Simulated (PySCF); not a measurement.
C₃H₆F₂Si, SMILES C(=CC[SiH3])(F)F.

Geometry optimised at PBE0-D3(BJ)/def2-SVP. The structure was generated by enumeration, and PubChem lists no compound with its InChIKey, so it may never have been made. One conformer was computed; it need not be the lowest.

These are TDDFT-PBE/def2-SVPD (PySCF) values and carry that method's errors.

Vertical excitations. Gas-phase values at a fixed geometry.

Computed excitation energies, oscillator strengths and character:
```
state  energy (eV)  λ (nm)      f                                                            main pairs
-----  -----------  ------  -----  --------------------------------------------------------------------
S1            5.50     225  0.001                                                      HOMO→LUMO+1 96 %
S2            6.22     199  0.068                                                      HOMO→LUMO+2 85 %
S3            6.25     198  0.157                    HOMO→LUMO+3 40 %, HOMO→LUMO 38 %, HOMO→LUMO+2 14 %
S4            6.50     191  0.003                                                      HOMO→LUMO+4 92 %
S5            6.55     189  0.076  HOMO→LUMO+3 44 %, HOMO→LUMO 20 %, HOMO→LUMO+5 14 %, HOMO→LUMO+6 10 %
S6            6.84     181  0.007                                    HOMO→LUMO+5 70 %, HOMO→LUMO+6 25 %
S7            7.08     175  0.058                                    HOMO→LUMO+6 43 %, HOMO→LUMO+7 41 %
S8            7.39     168  0.046   HOMO→LUMO+7 50 %, HOMO→LUMO+6 13 %, HOMO→LUMO 11 %, HOMO−3→LUMO 9 %
S9            7.56     164  0.001                                                      HOMO−1→LUMO 97 %
S10           7.71     161  0.021                                                      HOMO−2→LUMO 89 %
T1            4.43     280      0                                                        HOMO→LUMO 95 %
T2            5.37     231      0                                                      HOMO→LUMO+1 98 %
T3            6.12     203      0                                    HOMO→LUMO+2 86 %, HOMO→LUMO+3 13 %
T4            6.18     201      0                                    HOMO→LUMO+3 85 %, HOMO→LUMO+2 13 %
```
Triplets are in the Tamm–Dancoff approximation, which puts them higher than full response would, so one can lie above its singlet here.
